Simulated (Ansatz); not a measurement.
Basis sets compared for InO₂H (the lowest singlet isomer of a short search). Charge 0, multiplicity 1. Geometry PBE0-D4/def2-TZVP. Ansatz on 2 threads of Arm Neoverse V2 on a shared host; times are rough, and most runs start from earlier orbitals.

```xyz
4

In    0.2135    1.1747    1.4003
O     0.0021   -0.7874   -0.1245
O    -0.7348    0.4584   -0.3406
H     0.5192   -0.8457   -0.9353
```

In the def2 sets In takes a core potential, while STO-3G treats all electrons; there is no spin–orbit coupling. The structure holds one bond between oxygen atoms, so isomers without such links may lie far lower. The structure comes from a short search, and lower isomers may exist.

STO-3G and 6-31G are all-electron sets without relativity, so their totals don't compare with the def2 sets.

Binding counts from free atoms (In doublet, O triplet, H doublet) in the same basis, without a counterpoise term.

| level | functions | energy (Eh) | HOMO (eV) | LUMO (eV) | binding per atom (eV) | wall time |
| --- | --- | --- | --- | --- | --- | --- |
| HF/STO-3G | 38 | -5831.0654 | -4.70 | 6.18 | 1.45 | 0.35 s |
| HF/def2-TZVP | 118 | -339.5105 | -9.19 | 0.64 | 1.15 | 0.65 s |
| PBE-D4/def2-SVP | 59 | -340.8567 | -4.80 | -1.91 | 2.83 | 0.55 s |
| PBE-D4/def2-TZVP | 118 | -341.0539 | -5.04 | -2.03 | 2.84 | 1.2 s |
| r2SCAN-D4/def2-TZVP | 118 | -341.1913 | -5.34 | -1.86 | 2.67 | 2.4 s |
| PBE0-D4/def2-SVP | 59 | -340.8379 | -6.33 | -1.32 | 2.57 | 0.8 s |
| PBE0-D4/def2-TZVP (with forces) | 118 | -341.0333 | -6.50 | -1.42 | 2.59 | 2.4 s |

(1) Estimate the rows for PBE-D4/def2-TZVPD, r2SCAN-D4/def2-TZVPD, PBE0-D4/def2-TZVPD.

Results:

(1) 
```csv
level,functions,energy (Eh),HOMO (eV),LUMO (eV),binding per atom (eV),wall time
PBE-D4/def2-TZVPD,145,-341.0570,-5.15,-2.09,2.85,1.7 s
r2SCAN-D4/def2-TZVPD,145,-341.1935,-5.42,-1.90,2.68,3.3 s
PBE0-D4/def2-TZVPD,145,-341.0356,-6.58,-1.47,2.60,2 s
```
